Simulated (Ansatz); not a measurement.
Ideal-gas functions of Cl4FTa (`[F][Ta]([Cl])([Cl])([Cl])[Cl]`) at 500 K and 1 bar, from an Ansatz frequency run at PBE0-D4/def2-TZVP.

Molar mass 341.76 g/mol, point group C2v (symmetry number 2), electronic degeneracy 1, moments of inertia 426.139, 543.709, 643.728 u Å². Harmonic wavenumbers (cm⁻¹, unscaled): 61, 75, 140, 163, 168, 175, 260, 349, 378, 414, 417, 691.

Use S(trans) = R[1.5 ln M + 2.5 ln T − 1.1517]; rotational temperatures θ = 24.2544 K / I; S(rot) = R[ln(√π/σ · √(T³/θAθBθC)) + 1.5]; for each mode x = 1.438777 ν̃/T, S = R[x/(eˣ − 1) − ln(1 − e⁻ˣ)] and H = RT x/(eˣ − 1); 1 cm⁻¹ = 0.0119627 kJ/mol; R = 8.31446 J/(mol·K).

Task: By hand: the entropy, in J/(mol·K).

Result: Translation 192.4. Rotation: θ = 0.0569, 0.0446, 0.0377 K, giving 127.4. Vibration, mode by mode: 22.79, 21.08, 15.93, 14.68, 14.44, 14.11, 10.92, 8.62, 8.01, 7.33, 7.28, 3.85, in all 149.0. Electronic 0.0. Sum 468.8 J/(mol·K).

Task: By hand: H − E and G − E in kJ/mol, counted from the electronic energy.

Result: Zero-point energy ½ × 3291 × 0.0119627 = 19.7; thermal vibration 33.7; translation, rotation and pV give 4 RT = 16.6. H − E = 70.0 kJ/mol, and G − E = 70.0 − 500 × 468.8/1000 = -164.4 kJ/mol.

Vibration gives 32 % of the entropy, 59.8 J/(mol·K) of it from the modes under 150 cm⁻¹: soft modes count most, and the harmonic formula is weakest for them.
